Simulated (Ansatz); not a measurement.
`F[SiH]([SiH3])S` + CH₃OH → `CO[SiH](F)S` + SiH₄ at 298.15 K and 1 bar (cleavage of the Si–Si bond).

Isolated molecules relaxed with PBE0-D4/def2-TZVP in Ansatz; ΔE leaves out vibrations. CCSD(T)/CBS adds triple-zeta CCSD(T) − MP2 to the extrapolated MP2 energy (def2 sets, frozen cores). This one scheme is used for every species. Each species was taken in one conformer, which may not be the lowest.

```csv
species,CCSD(T)/CBS energy (Eh),H − E (kJ/mol),S (J/(mol·K))
`F[SiH]([SiH3])S`,-1078.81755,143.7,353.4
CH₃OH,-115.61712,146.3,238.2
`CO[SiH](F)S`,-903.01589,191.3,366.8
SiH₄,-291.46306,92.1,204.8
```

H − E and S are ideal-gas, rigid-rotor, harmonic terms from PBE0-D4/def2-TZVP, for one conformer and one mirror image of each species. 1 Eh = 2625.50 kJ/mol, R = 8.31446 J/(mol·K).

**Question.** By hand: ΔE, ΔH, ΔS and ΔG.

**Answer.** ΔE = (-903.01589) + (-291.46306) − (-1078.81755) − (-115.61712) = -0.04428 Eh = -116.3 kJ/mol. Δ(H − E) = 191.3 + 92.1 − 143.7 − 146.3 = -6.6, so ΔH = -122.9 kJ/mol. ΔS = 366.8 + 204.8 − 353.4 − 238.2 = -20.0 J/(mol·K). ΔG = -122.9 − 298.15 × (-20.0)/1000 = -116.9 kJ/mol.

**Question.** By hand: the equilibrium constant, and the temperature at which ΔG would vanish if ΔH and ΔS stayed fixed.

**Answer.** log₁₀ K = −ΔG/(RT ln 10) = 20.5. ΔG = 0 at ΔH/ΔS = 6145 K, far beyond where these terms or the molecules hold.

ΔH outweighs TΔS. A doubt of 5 kJ/mol in ΔE shifts log₁₀ K by 0.9 here. Other conformers and mirror images would add mixing entropy, several J/(mol·K) or more a flexible species. These are equilibria of isolated gas molecules and say nothing of rates. Largest T1 diagnostic: 0.013 (customary marks: 0.02 for closed shells, 0.045 for open ones).
